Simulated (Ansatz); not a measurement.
FH4NOSn, SMILES `[NH2][SnH]([OH])[F]`, relaxed with RKS PBE-D4/def2-SVP in Ansatz from a rough embedded geometry. The force threshold is 0.03 eV/Å; the program also tests the step.

The species carries charge 0 and has multiplicity 1. Sn takes the def2 core potential.

Start:

```xyz
8

N    -0.518    0.197   -1.520
Sn    0.005    0.197    0.409
O     1.760   -0.693    0.593
F    -1.242   -0.730    1.465
H    -1.498    0.572   -1.619
H    -0.638   -0.823   -1.865
H     0.122    1.874    0.973
H     2.009   -0.595    1.565
```

| step | energy (eV) | largest force (eV/Å) | largest move (Å) |
| --- | --- | --- | --- |
| 1 | -12139.5359 | 2.363 | 0.000 |
| 2 | -12139.7882 | 0.649 | 0.126 |
| 3 | -12139.8163 | 0.237 | 0.102 |
| 4 | -12139.8215 | 0.146 | 0.055 |
| 5 | -12139.8241 | 0.166 | 0.068 |
| 6 | -12139.8252 | 0.098 | 0.035 |
| 7 | -12139.8259 | 0.060 | 0.033 |
| 8 | -12139.8261 | 0.184 | 0.051 |
| 9 | -12139.8272 | 0.022 | 0.049 |
| 10 (rejected) | -12139.8266 | 0.226 | 0.047 |
| 11 | -12139.8274 | 0.041 | 0.023 |
| 12 | -12139.8274 | 0.031 | 0.010 |
| 13 | -12139.8274 | 0.003 | 0.004 |

End:

```xyz
8

N    -0.529    0.180   -1.527
Sn    0.004    0.377    0.433
O     1.781   -0.528    0.550
F    -1.121   -0.671    1.668
H    -1.510    0.443   -1.689
H    -0.423   -0.799   -1.827
H    -0.033    2.007    0.991
H     1.830   -1.008    1.401
```

Run time 19 s (2 threads of an Arm Neoverse V2 on a shared host); peak host memory 0.15 GiB.
